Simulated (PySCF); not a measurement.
Gas-phase reaction: 4 GeH3F + Ge3H8 → 2 GeF2 + 5 GeH4

Computed with PySCF and rigid-rotor harmonic-oscillator thermochemistry at 1 bar. † marks an energy on the PBE0/def2-TZVP geometry and frequencies; other levels use their own. MP2 freezes the core. 6-31G* has spherical d functions here. All species are closed-shell singlets. B3LYP is the form with VWN-RPA correlation. Ge: all electrons, no relativistic terms. MP2 isn't extrapolated to the basis-set limit; its ΔH°(298 K) is 97.1 kJ in def2-SVP and 116.8 kJ in def2-TZVPP. The harmonic model lacks anharmonicity and excited electronic states, which grow with temperature; levels with a mode under 35 cm⁻¹ are left out. Internal rotation in Ge3H8 is treated as a harmonic vibration of one conformer, which makes the entropy rough.

ΔH° and ΔS° at 298 K: B3LYP/def2-TZVP† 18 kJ, 234 J/K; HF/6-31G* 70 kJ, 238 J/K; MP2/def2-TZVPP† 117 kJ, 234 J/K.

Q: With the heat capacities included, give log10 K (1 bar) at 1200, 1400, 1600, 1800, 2000 K from B3LYP/def2-TZVP†, HF/6-31G*, MP2/def2-TZVPP†.

A: 
```
T (K)  B3LYP/def2-TZVP†  HF/6-31G*  MP2/def2-TZVPP†
-----  ----------------  ---------  ---------------
1200               10.6        8.6              6.3
1400               10.5        8.9              6.8
1600               10.4        9.1              7.2
1800               10.4        9.2              7.5
2000               10.3        9.2              7.7
```
